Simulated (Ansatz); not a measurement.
Single points on the cluster SnF2.

```yaml
crystal:
  periodic: [false, false, false]
  atoms:
    - {symbol: Sn, position_ang: [0.227622, 0.833105, -0.093687]}
    - {symbol: F, position_ang: [1.270282, -0.823724, -0.211095]}
    - {symbol: F, position_ang: [-1.497904, -0.009390, 0.304782]}
basis:
  gaussian: {orbitals: def2-TZVP, initial_orbitals: start.molden}
hamiltonian: {xc: {name: CAM-B3LYP}, dispersion: d4}
scf: {omitted_lower_state_checks: [starts]}
output: {orbitals: {seedname: orbitals}}
```

The file start.molden holds the orbitals of an earlier run on this structure, at another level or in another basis.

```sh
$ ansatz run in.yaml --threads 4 --pin off --events-out ev --progress --plain --max-ram 3916MiB
```

It prints (some lines left out):

```
Functional definition: CAM-B3LYP
744 factors; their error is unknown
141 factors; integrals over basis functions are off by at most 5.2e-5 eV
mean field evaluation 1: about -11268.5131 eV, gradient 6.1e0 eV
mean field evaluation 2: about -11268.5505 eV, gradient 4.0e-2 eV
mean field evaluation 4: about -11268.6320 eV, gradient 6.3e-5 eV
mean field evaluation 8: about -11268.6320 eV, gradient 2.0e-5 eV
mean field -11268.63197957 eV, -414.1145870960 hartree, gradient 2.0e-5 eV, S^2 0.000000; 0 other end points of the search recorded, 0 dependent functions left out
reference -11268.63207408 eV, -414.1145905694 hartree; 20, 20 occupied and 92, 92 virtual orbitals, 744 factors
Total energy: -11268.66880465 eV, -414.1159403929 hartree
Checks for a lower state left out: starts
```

Hardware: 4 threads of Arm Neoverse V1 on a shared host. Wall time 0.85 s.

The first input with `hamiltonian: {xc: {name: revPBE}, dispersion: d4}` (abridged; 0.6 s):

```
Functional definition: revPBE
mean field -11269.72034746 eV, -414.1545838784 hartree, gradient 1.2e-5 eV, S^2 0.000000
Total energy: -11269.84099720 eV, -414.1590176744 hartree
Checks for a lower state left out: starts
```

First input, but with `hamiltonian: {xc: {name: wB97M-V}}` (abridged; 2.4 s):

```
Functional definition: wB97M-V
mean field -11267.64474916 eV, -414.0783070477 hartree, gradient 1.2e-5 eV, S^2 0.000000
Total energy: -11267.64479248 eV, -414.0783086395 hartree
Checks for a lower state left out: starts
```

As the first input, with `correlation: {method: mp2}` and without the key `hamiltonian` (abridged; 0.7 s):

```
Functional definition: HF
mean field -11222.09877641 eV, -412.4045234213 hartree, gradient 5.5e-6 eV, S^2 0.000000
6 core orbitals not correlated: weight in the atoms' cores, before any rotation towards them, 1.000 or more for the frozen orbitals, at most 0.000 for the correlated occupied ones
second order -22.02834461 eV of doubles, -0.00000000 eV of singles
Total energy: -11244.12712102 eV, -413.2140501543 hartree
Checks for a lower state left out: starts
```

First input, but with `gaussian: {orbitals: def2-SVP, initial_orbitals: start.molden}`, `hamiltonian: {xc: pbe, dispersion: d4}` (abridged; 0.35 s):

```
Functional definition: PBE
mean field -11257.73371357 eV, -413.7140832079 hartree, gradient 1.1e-5 eV, S^2 0.000000
Total energy: -11257.77689360 eV, -413.7156700447 hartree
Checks for a lower state left out: starts
```

First input, but with `gaussian: {orbitals: def2-TZVPD, initial_orbitals: start.molden}`, `hamiltonian: {xc: pbe, dispersion: d4}` (abridged; 0.85 s):

```
Functional definition: PBE
mean field -11265.29266637 eV, -413.9918695994 hartree, gradient 1.1e-5 eV, S^2 0.000000
Total energy: -11265.33586352 eV, -413.9934570653 hartree
Checks for a lower state left out: starts
```

As the first input, with `gaussian: {orbitals: def2-SVP, initial_orbitals: start.molden}`, `hamiltonian: {xc: pbe0, dispersion: d4}` (abridged; 0.45 s):

```
Functional definition: PBE0
mean field -11257.67006679 eV, -413.7117442316 hartree, gradient 2.3e-5 eV, S^2 0.000000
Total energy: -11257.70595122 eV, -413.7130629601 hartree
Checks for a lower state left out: starts
```

Geometry: PBE-D4/def2-TZVP.

In the def2 sets Sn takes a core potential; there is no spin–orbit coupling. Correlated methods freeze 6 core orbitals; core or outer-core shells of Sn are correlated, in sets that lack core-valence functions. The structure comes from a short search, and lower isomers may exist.
